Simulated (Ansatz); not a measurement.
Ansatz (an electronic-structure program) input (PBE0/def2-QZVPP):
A basis named .json is the Basis Set Exchange file of that set.

Ansatz 0.2 input:
```yaml
crystal:
  periodic: [false, false, false]
  atoms:
    - {symbol: Si, position_ang: [0.03859905, -0.00612302, 0.01719722]}
    - {symbol: F, position_ang: [-0.14516355, -0.73927887, 1.42917842]}
    - {symbol: N, position_ang: [1.55601117, -0.58184171, -0.59796249]}
    - {symbol: N, position_ang: [-0.02434200, 1.69298845, 0.11230577]}
    - {symbol: N, position_ang: [-1.27170001, -0.54986584, -0.92761009]}
    - {symbol: H, position_ang: [2.02172364, 0.03653493, -1.26409104]}
    - {symbol: H, position_ang: [-0.82239411, 2.15804930, 0.51783253]}
    - {symbol: H, position_ang: [0.81631946, 2.23404156, 0.23602177]}
    - {symbol: H, position_ang: [-1.49554031, -0.10764501, -1.80405593]}
    - {symbol: H, position_ang: [-1.57380778, -1.51071501, -0.89620642]}
basis:
  gaussian:
    orbitals: def2-QZVPP.json
hamiltonian:
  xc: {name: PBE0}
magnetization: {spin_polarized: true, initial_magnetization: 1}
```

Output:

```
Functional definition: PBE0
integrals: 0.56 GiB planned
1403 factors; their error is unknown
mean field: 5.22 GiB planned
mean field evaluation 1: about -15128.2563 eV, gradient 6.2e1 eV
mean field evaluation 2: about -15118.1954 eV, gradient 7.7e1 eV
mean field evaluation 4: about -15141.7216 eV, gradient 5.1e0 eV
mean field evaluation 8: about -15141.8248 eV, gradient 1.4e-1 eV
mean field evaluation 16: about -15141.8350 eV, gradient 3.0e-3 eV
mean field evaluation 32: about -15141.6698 eV, gradient 1.8e0 eV
mean field -15141.83496632 eV, -556.4521715080 hartree, gradient 2.1e-5 eV, S^2 0.754612; 2 other end points of the search recorded, 0 dependent functions left out
reference -15141.83500064 eV, -556.4521727690 hartree; 25, 24 occupied and 423, 424 virtual orbitals, 1403 factors
Total energy: -15141.83500064 eV, -556.4521727690 hartree
```

It need not be the lowest isomer of its formula.
